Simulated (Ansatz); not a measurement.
Computed with Ansatz.

A structure relaxed at PBE0-D4/def2-TZVP, charge 0, multiplicity 1:

Cartesian coordinates in Å:
```
Cl 0.712 -1.596 1.616
Hf 0.021 -0.048 0.048
I 1.079 2.343 0.635
I 0.840 -0.820 -2.383
I -2.653 0.120 0.084
```

Task: Give its formula and SMILES.

Result: ClHfI3, `[Cl][Hf]([I])([I])[I]`.

Task: Point group (tolerance 0.08 Å, 0.16 Å for H)?

Result: C3v.

Task: Summarise the bond lengths by kind.

Result: 1 × Cl–Hf 2.310 Å; 3 × Hf–I 2.679 Å.
